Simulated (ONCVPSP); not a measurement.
**u(r) = r·R(r): atom against pseudo-atom (titanium)**

Columns: radius, all-electron u(r) and pseudo u(r) of the 3d shell (level -15.36 eV) of titanium in the configuration [Ne] 3s2 3p6 3d2 4s0.5; BLYP, scalar-relativistic, ONCV scheme, ONCVPSP 4.0.1.

| r (bohr) | all-electron | pseudo |
| --- | --- | --- |
| 0.128 | 0.0578 | 0.0043 |
| 0.255 | 0.2280 | 0.0324 |
| 0.382 | 0.4194 | 0.1007 |
| 0.510 | 0.5794 | 0.2144 |
| 0.638 | 0.6922 | 0.3641 |
| 0.765 | 0.7599 | 0.5283 |
| 0.893 | 0.7906 | 0.6849 |
| 1.020 | 0.7937 | 0.8085 |
| 1.148 | 0.7783 | 0.8854 |
| 1.275 | 0.7512 | 0.9097 |
| 1.402 | 0.7171 | 0.8875 |
| 1.530 | 0.6787 | 0.8308 |
| 1.658 | 0.6384 | 0.7552 |
| 1.785 | 0.5980 | 0.6760 |
| 1.912 | 0.5581 | 0.6025 |
| 2.040 | 0.5189 | 0.5395 |
| 2.168 | 0.4812 | 0.4884 |
| 2.295 | 0.4455 | 0.4470 |
| 2.422 | 0.4115 | 0.4116 |
| 2.550 | 0.3791 | 0.3791 |
| 2.678 | 0.3487 | 0.3486 |
| 2.805 | 0.3203 | 0.3203 |
| 2.932 | 0.2938 | 0.2938 |
| 3.060 | 0.2689 | 0.2689 |
| 3.188 | 0.2458 | 0.2458 |
| 3.315 | 0.2246 | 0.2246 |

(1) How many radial nodes do the two functions have?

(2) At about which radius was the pseudo-wave matched?

(3) Is the pseudo-wave norm-conserving?

Answers

(1) The all-electron 3d function has n − l − 1 = 0; the pseudo-wave has 0.

(2) 2.55 bohr. The columns agree to 0.0005 from 2.42 bohr on; several derivatives are matched, so the curves merge somewhat inside the radius.

(3) Yes: the ONCV scheme keeps the norm inside the radius equal to the all-electron one, which fixes the energy derivative of the logarithmic derivative at the level.
